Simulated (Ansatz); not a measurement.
CH₃NO₂Zn, SMILES `OC(O)=[N][ZnH]`. The species carries charge 0 and has multiplicity 1. The geometry is a stationary point of PBE0-D4/def2-TZVP. It is one conformer, not always the lowest.

```xyz
8

O    -0.252    1.394    1.531
C     0.098    0.684    0.446
O     1.022    1.413   -0.210
N    -0.378   -0.433    0.155
Zn   -0.379   -1.801   -1.007
H    -0.911    0.856    1.983
H     1.273    0.904   -0.986
H    -0.473   -3.017   -1.912
```

**Question.** What is the dipole moment at ωB97M-V/def2-TZVPP? (An estimate is asked.)

**Answer.** The calculation gave: 1.47 D, with components (-0.10, -1.18, -0.87) D in this frame, pointing from negative to positive charge.

**Question.** And with PBE, r2SCAN, B3LYP? (Estimate.)

**Answer.** Computed: PBE 1.15 D, r2SCAN 1.23 D, B3LYP 1.41 D.

**Question.** Give the Mulliken charges with ωB97M-V, r2SCAN, B3LYP in def2-TZVPP. (Best estimate.)

**Answer.** Ansatz gave: 
```
atom  ωB97M-V  r2SCAN  B3LYP
  O1    -0.25   -0.28  -0.26
  C2     0.36    0.40   0.33
  O3    -0.25   -0.29  -0.26
  N4    -0.39   -0.42  -0.33
 Zn5     0.23    0.25   0.23
  H6     0.20    0.23   0.21
  H7     0.19    0.22   0.20
  H8    -0.07   -0.10  -0.10
```

B3LYP here is the variant with VWN-RPA as its local correlation; programs differ in this.
